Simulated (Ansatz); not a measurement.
The cluster Ti₂F₂. The state is a singlet with charge 0. Geometry r2SCAN-D4/def2-SVP; atoms count from 1.

Cartesian coordinates in Å:
```
Ti -0.887 -0.571 -0.443
Ti 0.264 1.022 -0.441
F -0.457 0.328 1.266
F 1.080 -0.779 -0.383
```

The restricted singlet is unstable: a solution with broken spin symmetry lies lower. The geometry of the singlet was relaxed on an unsound state (restricted singlet, unstable towards broken spin symmetry at other levels and untested here). At PBE0-D4/def2-TZVP a quintet of charge 0 lies 0.18 eV below the restricted singlet, each at its own geometry. The structure comes from a short search, and lower isomers may exist.

Q: Estimate the Mulliken populations from the PBE0/def2-TZVP orbitals of Ansatz.

A: 
```csv
atom,charge (e),d electrons
Ti1,0.52,2.71
Ti2,0.52,2.71
F3,-0.52,–
F4,-0.52,–
```
Mulliken values and Mayer orders depend strongly on the basis.

Q: And the Mayer bond orders between bonded heavy atoms (over 0.3)?

A: Ti1–Ti2 3.01 (1.97 Å); Ti1–F3 0.43 (1.98 Å); Ti1–F4 0.43 (1.98 Å); Ti2–F3 0.43 (1.98 Å); Ti2–F4 0.43 (1.98 Å).
